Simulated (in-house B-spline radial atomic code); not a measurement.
## Ti4+: [He] 2s1 2p6 3s2 (3p1/2)1 (3p3/2)4 3d2 (with a hole in an inner shell)

Method: Dirac-Hartree-Fock, average of the jj configuration, Fermi nucleus of rms radius 3.5921 fm. Calculated with a radial B-spline atomic code at the basis-set limit.

Screening seen three ways: the hydrogenic charge with the same mean radius, Z_r = [3n² - l(l+1)]/(2<r>), the one with the same energy, Z_e = n√(-2ε), and Slater's rules. Values are occupation-weighted means over j.

```
shell  electrons   ε (eV)  <r> (bohr)    Z_r    Z_e  Slater
   1s          2  -5127.3     0.06954  21.57  19.41   21.70
   2s          1  -680.23      0.3208  18.70  14.14   18.20
   2p          6   -571.2      0.2835  17.64  12.96   18.20
   3s          2  -135.28      0.9481  14.24   9.46   11.95
   3p          5  -106.52      0.9907  12.62   8.39   11.95
   3d          2  -66.638       1.061   9.90   6.64    5.65
```

The least bound orbital is 3d3/2 at -65.62 eV, and it is also the most diffuse (<r> = 1.064 bohr). The part-filled 2s shell lies below the filled 3s shell in orbital energy.

For the 1s electron the small component carries 0.621 % of the norm, the zero-frequency Breit interaction raises the level by 4.803 eV, self-energy by 2.319 eV, and vacuum polarisation lowers it by 0.1803 eV.

The density falls to 0.001 bohr⁻³ at 2.593 bohr; Σ<r²> = 11.213 bohr² gives, by the non-relativistic formula and without the paramagnetism of open shells, a Langevin diamagnetic susceptibility of -8.88×10⁻⁶ cm³/mol.
